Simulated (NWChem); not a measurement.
## Atomisation of AsF2

SMILES: F[As]F
```xyz
3

F      1.3031     0.0000     0.7453
As     0.0000     0.0000    -0.4065
F     -1.3031     0.0000     0.7453
```
Charge 0, spin multiplicity 2.

Program: NWChem. Structure: optimised with UPBE0/def2-SVP, a minimum by its harmonic frequencies.

Basis set: def2-TZVP. The atomisation energy is electronic alone: no zero-point, thermal, spin-orbit or counterpoise terms. No value is extrapolated to the basis-set limit. Free atoms are single determinants with multiplicities F 2, As 4.

The Hamiltonian is non-relativistic. B3LYP has NWChem's definition, with VWN1-RPA local correlation. The structure started from a generated list of species. The unpaired electrons of the parent sit in orbitals of symmetry b2 (C2v labels of the run); other states weren't searched. The stability of the SCF solutions was not checked.

Q: One of these methods gave an atomisation energy of 261.6 kcal/mol. Which?
(A) LDA (SVWN5)
(B) PBE0
(C) B3LYP
(D) BLYP

A: A, LDA (SVWN5). The others give 201.9 (PBE0), 206.6 (B3LYP), 216.6 (BLYP).
